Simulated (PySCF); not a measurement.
Ligands exchanged one at a time, Ge F-OH. Gas-phase values, no solvent. One relaxed conformer stands for each flexible species; it need not be the lowest. Strings in code marks are SMILES.

Calculation: PBE-D3(BJ)/def2-TZVP // r2SCAN-D4/def2-TZVP (PySCF). 

| species | HOMO–LUMO gap (eV) | S1 oscillator strength |
|---|---|---|
| 0 of 4 F replaced by OH (`[F][Ge]([F])([F])[F]`) | 7.56 | 0.000 |
| 1 of 4 F replaced by OH (`[OH][Ge]([F])([F])[F]`) | 6.40 | [?] |
| 2 of 4 F replaced by OH (`[OH][Ge]([F])([OH])[F]` (H–O–Ge–F torsion -85°, F–Ge–O–H torsion 30°)) | 6.39 | 0.004 |
| 3 of 4 F replaced by OH (`[OH][Ge]([F])([OH])[OH]`) | 6.33 | 0.013 |
| 4 of 4 F replaced by OH (`[OH][Ge]([OH])([OH])[OH]`) | [?] | 0.014 |

Some entries are withheld; supply them.


- 1 of 4 F replaced by OH (`[OH][Ge]([F])([F])[F]`), S1 oscillator strength: 0.017
- 4 of 4 F replaced by OH (`[OH][Ge]([OH])([OH])[OH]`), HOMO–LUMO gap (eV): 6.12
